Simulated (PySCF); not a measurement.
The dipole of `F[C@@H]1[SiH2]C[SiH2]C[Si@@H]1P` from its density and from atomic charges.

Coordinates (GFN2-xTB, Å) and charges (e) from the PBE0/pcSseg-1 density (PySCF):

| atom | x | y | z | Mulliken | IAO | Hirshfeld | ESP-fitted |
| --- | --- | --- | --- | --- | --- | --- | --- |
| F1 | 0.862 | -2.111 | 1.810 | -0.3453 | -0.3298 | -0.1266 | -0.2754 |
| C2 | 0.154 | -0.971 | 1.403 | -0.3384 | -0.3591 | -0.1172 | +0.0079 |
| Si3 | -1.268 | -1.525 | 0.242 | +0.6494 | +0.7504 | +0.3252 | +0.5395 |
| C4 | -2.130 | 0.061 | -0.345 | -0.8641 | -0.8347 | -0.2479 | -0.7507 |
| Si5 | -0.995 | 1.318 | -1.214 | +0.6544 | +0.7630 | +0.3358 | +0.6487 |
| C6 | 0.436 | 1.755 | -0.035 | -0.8366 | -0.8303 | -0.2515 | -0.4438 |
| Si7 | 1.410 | 0.263 | 0.629 | +0.5102 | +0.7221 | +0.2977 | +0.4494 |
| P8 | 2.393 | -0.802 | -1.083 | -0.1888 | -0.1161 | -0.0125 | -0.3808 |
| H9 | -0.249 | -0.552 | 2.330 | +0.1531 | +0.1515 | +0.0390 | +0.0735 |
| H10 | -2.179 | -2.388 | 1.008 | -0.0640 | -0.1148 | -0.0781 | -0.1367 |
| H11 | -0.683 | -2.274 | -0.873 | -0.0366 | -0.1146 | -0.0755 | -0.1084 |
| H12 | -2.604 | 0.544 | 0.510 | +0.1720 | +0.1610 | +0.0427 | +0.1800 |
| H13 | -2.939 | -0.211 | -1.019 | +0.1767 | +0.1679 | +0.0440 | +0.2026 |
| H14 | -1.751 | 2.547 | -1.509 | -0.0714 | -0.1225 | -0.0837 | -0.1683 |
| H15 | -0.476 | 0.762 | -2.468 | -0.0375 | -0.1188 | -0.0795 | -0.1520 |
| H16 | 1.124 | 2.423 | -0.549 | +0.1761 | +0.1664 | +0.0421 | +0.1228 |
| H17 | 0.043 | 2.319 | 0.809 | +0.1728 | +0.1628 | +0.0426 | +0.0961 |
| H18 | 2.344 | 0.684 | 1.695 | -0.0265 | -0.1156 | -0.0824 | -0.1478 |
| H19 | 2.953 | -1.791 | -0.294 | +0.0794 | +0.0112 | -0.0048 | +0.1235 |
| H20 | 3.550 | -0.040 | -1.052 | +0.0649 | +0.0001 | -0.0089 | +0.1200 |

Problem. Compute μ = Σ q r for each scheme (1 e·Å = 4.803 D) and compare with the dipole of the full density.

Solution. The full density gives (-0.95, 2.09, 0.33) D, 2.32 D in size; dipole vectors point from the negative to the positive end.

| scheme | μx | μy | μz | size (D) | share of the full size (%) | angle to the full dipole (°) |
| --- | --- | --- | --- | --- | --- | --- |
| Mulliken | -0.82 | 1.71 | -2.62 | 3.24 | 139 | 62 |
| IAO | -1.38 | 2.22 | -1.83 | 3.20 | 138 | 44 |
| Hirshfeld | -0.48 | 0.91 | -0.81 | 1.31 | 56 | 46 |
| ESP-fitted | -0.93 | 2.12 | 0.31 | 2.34 | 101 | 1 |

Problem. Which set comes closest?

Solution. Length of the difference vector: ESP-fitted 0.04 D, Hirshfeld 1.70 D, IAO 2.21 D, Mulliken 2.98 D. Closest: ESP-fitted. The schemes that divide the density aren't constrained to reproduce the dipole.

Problem. What is left for the Hirshfeld atoms' own dipoles?

Solution. The Hirshfeld atoms' densities add up to the full density, so μ = Σ q r + Σ (atomic dipoles). The atomic dipoles sum to (-0.95, 2.09, 0.33) − (-0.48, 0.91, -0.81) = (-0.47, 1.18, 1.14) D, 1.70 D in size.

Problem. With the origin at the mean of the coordinates, (0.000, 0.001, 0.000) Å, which are the largest single terms, by size, of the Mulliken dipole along the direction of the full one?

Solution. C6 -5.62, Si5 +4.47, C4 -3.64, F1 +3.31, Si3 -2.56 D; all 20 atoms together +1.50 D. The single terms depend on the origin, their sum doesn't.

Problem. Give the size of the full dipole in other units.

Solution. 2.32 D = 0.913 au = 0.483 e·Å = 7.74 × 10⁻³⁰ C·m.

One conformer (not necessarily the lowest) at the GFN2-xTB geometry, without solvent, vibrations or thermal averaging.

These values come from a run that also computed NMR shieldings. Hardware: an Arm Neoverse N1 with one thread, shared host with 64 logical CPUs at a one-minute load of 57. Cost: 88 s of wall time, 1.0 GiB resident at most.
